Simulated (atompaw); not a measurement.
What one change does to a pseudopotential (carbon (C), PAW (atompaw))

* Element: C (Z = 6)
* Generator: atompaw 4.2.0.5
* Type: PAW
* Functional: PBE
* Relativity: non-relativistic
* Frozen core: [He]
* Valence charge: 4
* Reference configuration: 2s1.75 2p2.25
* Partial waves: 2s (bound): rc 1.75 bohr; 2s channel at -0.45 Ry: rc 1.75 bohr; 2p (bound): rc 1.75 bohr; 2p channel at 1.1 Ry: rc 1.75 bohr; 3d channel at -0.2 Ry: rc 1.65 bohr
* Local potential: bessel scheme, radius 1.30 bohr
* Core correction: smooth core density matched at 1.00 bohr
* Augmentation charge: sinc compensation charge, radius 1.30 bohr; PAW radius 1.75 bohr; waves and projectors: custom polynom vanderbiltortho

Change: augmentation sinc compensation charge, radius 1.30 bohr; PAW radius 1.75 bohr; waves and projectors: custom rrkj vanderbiltortho.

Cutoffs: the cutoffs (Ry, on a coarse ladder) from which the occupation-weighted sum of valence levels, in a spherical-Bessel basis at the reference potential, stays within 10 and 1 mRy of its value at 400 Ry; they do not see the model core or the augmentation charge, which bear on the density cutoff.

**Question.** What does the change do?

**Answer.** The potential gets harder (18 Ry and 25 Ry → 21 Ry and 25 Ry); neither file shows a bound ghost.

```csv
quantity,base,changed
"cutoff, loose",18 Ry,21 Ry
"cutoff, tight",25 Ry,25 Ry
bound ghosts,none,none
s: phases at 1.75 bohr within 0.05 rad from the reference energy up to (Ry; the scan ends near 5),to the end of the scan,5.0
p: phases at 1.75 bohr within 0.05 rad from the reference energy up to (Ry; the scan ends near 5),to the end of the scan,to the end of the scan
d: phases at 1.75 bohr within 0.05 rad from the reference energy up to (Ry; the scan ends near 5),to the end of the scan,to the end of the scan
lowest overlap eigenvalue by channel,"s 0.49, p 0.95, d 1.00","s 0.63, p 1.00, d 0.78"
```

 The cutoffs see the waves, projectors and local potential, not the compensation charge or the core.
